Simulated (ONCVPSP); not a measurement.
## Si, ONCV: configuration errors across variants

```
Element                 : silicon
Generator               : ONCVPSP 4.0.1
Type                    : optimised norm-conserving Vanderbilt (ONCV)
Functional              : PBE
Relativity              : scalar-relativistic
Frozen core             : [Ne]
Valence charge          : 4
Reference configuration : 3s2 (charge +2)
Partial waves           : 3s: rc 1.75 bohr, ncon 4, nbas 7, qcut 4.3 1/bohr, 2 projectors, debl 2.7 Ha; p scattering state at 0.11 Ha: rc 1.75 bohr, ncon 4, nbas 7, qcut 4.2 1/bohr, 2 projectors, debl 1.5 Ha; d scattering state at 0.22 Ha: rc 1.65 bohr, ncon 3, nbas 6, qcut 6.8 1/bohr, 2 projectors, debl 3.9 Ha
Local potential         : polynomial inside 1.35 bohr (lpopt 4, dvloc0 0 Ha)
Core correction         : Teter function, fcfact 5.75, rcfact 1.6
```

In the p channel the program set the typed energies aside and used 0.050, 1.550 Ha. In the d channel the program set the typed energies aside and used 0.050, 3.950 Ha.

All-electron excitation energies from the reference (eV): (1) 3s2 3p2 -23.733; (2) 3s2 3p1 -15.993; (3) 3s1 33.972; (4) 3s2 3p1.5 -20.811.

2 further variants failed, have other tests or another functional or relativity, and are left out.

Errors AE − PS in meV (a dash: test not solved or not reliable):

```csv
change,(1),(2),(3),(4),bound ghosts,GHOST(+) flags above zero
base,-41,-15,-102,-30,none,s
p: rc 2,-45,-17,-102,-33,none,s
d: qcut 9.7,-41,-15,-102,-30,none,s
d: qcut 8.2,-41,-15,-102,-30,none,s
"core correction Teter function, fcfact 5.5, rcfact 1.6",-38,-14,-97,-27,none,s
```

(1) Give the same row for: core correction Teter function fitted to the true core (icmod 2), fcfact 0.5.

Results:

(1) +52, +27, +40, +42; bound ghosts: none; GHOST(+) flags above zero: s.
